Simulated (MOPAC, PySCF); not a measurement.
C2H6GeSi, SMILES `[Ge]([SiH3])[CH]=C` (lower singlet; C–C–Ge–Si torsion 177°), neutral singlet in the gas phase. This singlet lies 0.92 eV below the relaxed triplet at the level B3LYP/cc-pVTZ // PBE0-D3(BJ)/def2-TZVP (Ansatz).

Cartesian coordinates (Å):
SMILES: [SiH3][Ge][CH]=C
```xyz
10

C      2.2703    -0.6704    -0.3408
C      1.0528    -0.2507     0.0189
Ge    -0.2581     0.0521    -1.4192
Si    -2.0798     0.6083     0.1397
H      2.5259    -0.8296    -1.3865
H      3.0597    -0.8737     0.3807
H      0.8524    -0.1056     1.0795
H     -3.3003     1.1724    -0.5017
H     -1.6409     1.5579     1.2064
H     -2.4820    -0.6608     0.8228
```
Charge 0, multiplicity 1.

All levels are single points at this geometry (PBE0-D3(BJ)/def2-TZVP); Pople sets use spherical d functions. Orbital energies aren't observables, and empty levels follow the basis.

PBE/6-31G* in PySCF gives dipole (D) = 1.97.

Question: Estimate the dipole (D) from each of these levels: PBE0-D3(BJ)/def2-TZVP in PySCF; B3LYP/6-311+G** (LANL2DZ on Ge) in PySCF; B3LYP/6-31G* in PySCF; SVWN5/6-31G* in PySCF; PM3 in MOPAC.

Answer: 
| level | dipole (D) |
|---|---|
| PBE0-D3(BJ)/def2-TZVP in PySCF | 1.63 |
| B3LYP/6-311+G** (LANL2DZ on Ge) in PySCF | 1.65 |
| B3LYP/6-31G* in PySCF | 1.87 |
| SVWN5/6-31G* in PySCF | 1.97 |
| PM3 in MOPAC | 2.03 |
